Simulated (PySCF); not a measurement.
# [VO4]3-: core ionisation energies

Compound: VO4 (charge -3 and singlet state).
Cartesian coordinates in Å at the PBE0-D3(BJ)/def2-SVP level; atoms count from 1:
```
atom  x, y, z in Å
O1     1.6272   -0.5685   -0.2488
V2     0.0188   -0.0210   -0.0192
O3    -0.0606    1.6654   -0.3172
O4    -0.4689   -0.3385    1.5926
O5    -1.0243   -0.8421   -1.1039
```

Computed with delta-SCF UKS SCAN, pcX-2 on the ionised atom, pcseg-1 elsewhere, spin-free X2C in PySCF. Each binding energy is the total energy of the core-ionised species, with the hole localised on one atom, minus that of the ground state; both are solved self-consistently, so orbital relaxation is included.

Q: List the computed XPS lines with their assignment.

A: 
| atom(s) | bonded to | level | binding energy (eV) | count |
| --- | --- | --- | --- | --- |
| O1/O3/O4/O5 | V | O 1s | 518.00 | 4 |

Q: Express the binding energy of O 1s of O1/O3/O4/O5 in atomic units and per mole.

A: 518.00 eV = 19.0361 Eh = 49979 kJ/mol.

Atoms equivalent by their bonding share one computed value, that of the first of them. No level of vanadium is listed. The species carries charge -3, so core ionisation leaves charge -2. The basis sets have no added diffuse functions. Whether so highly charged an anion holds all its electrons in the gas phase wasn't checked; a finite basis holds them in any case. No counter-ion or solvent screens the charge of this multiply charged ion.

The run took 3.6 s wall on one thread, Arm Neoverse V1 (aarch64), no GPU, shared host with 32 logical CPUs at a one-minute load of 19, and the process peaked at 0.35 GiB of memory.
